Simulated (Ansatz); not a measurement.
Cartesian coordinates in Å:
```
F -2.378 -2.064 0.293
Ga -1.106 -0.927 0.650
F -0.878 -0.627 2.349
N -0.107 -0.127 -0.616
Ga 1.270 1.084 -0.417
H -0.350 -0.395 -1.560
H 1.926 1.578 -1.744
H 1.623 1.478 1.046
```

The species carries charge 0 and has multiplicity 1.

List the PBE0/def2-TZVPP orbital energies in eV (Ansatz 0.2.0). (Best estimate.)

Computed: Occupied: -10147.90, -10147.42, -1253.64, -1253.30, -1109.87, -1109.72, -1109.70, -1109.49, -1109.37, -1109.36, -672.96, -672.96, -391.72, -152.16, -151.58, -105.22, -104.93, -104.88, -104.61, -104.32, -104.30, -31.95, -31.81, -24.93, -24.24, -24.19, -24.14, -23.89, -23.85, -23.59, -23.58, -23.54, -23.43, -22.20, -13.97, -13.62, -12.27, -11.92, -11.47, -11.07, -11.01, -10.84, -9.78, -8.97, -8.50. Lowest empty: -1.46, -1.24, -0.03, 0.80, 1.09, 2.02, 2.37, 3.27.
